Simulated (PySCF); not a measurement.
## Gas-phase thermal properties of CH3GeH3

Energies from PySCF (xtb for GFN2), thermal terms from the rigid-rotor harmonic-oscillator model, ideal gas at 1 bar. 6-31G* has spherical d functions here. All species are closed-shell singlets. B3LYP is the form with VWN-RPA correlation. Ge: all electrons, no relativistic terms. The harmonic model lacks anharmonicity and excited electronic states, which grow with temperature; levels with a mode under 35 cm⁻¹ are left out. Internal rotation in CH3GeH3 is treated as a harmonic vibration of one conformer, which makes the entropy rough.

```
level           point group  σ  ZPE (kJ/mol)  S°298 (J/mol/K)  Cp298 (J/mol/K)  S°1000 (J/mol/K)  H1000 − H298 (kJ/mol)
--------------  -----------  -  ------------  ---------------  ---------------  ----------------  ---------------------
B3LYP/6-31G*            C3v  3         156.0            269.8             69.0             393.8                   76.8
GFN2-xTB                C3v  3         151.4            270.0             70.5             396.1                   77.9
HF/6-31G*               C3v  3         165.8            267.0             65.1             385.9                   73.8
PBE/def2-SVP            C3v  3         151.3            270.5             70.8             397.3                   78.3
PBE0/def2-TZVP          C3v  3         156.1            269.3             69.0             393.5                   76.9
```
σ: rotational symmetry number. Electronic degeneracy used: 1. Frequencies are unscaled.
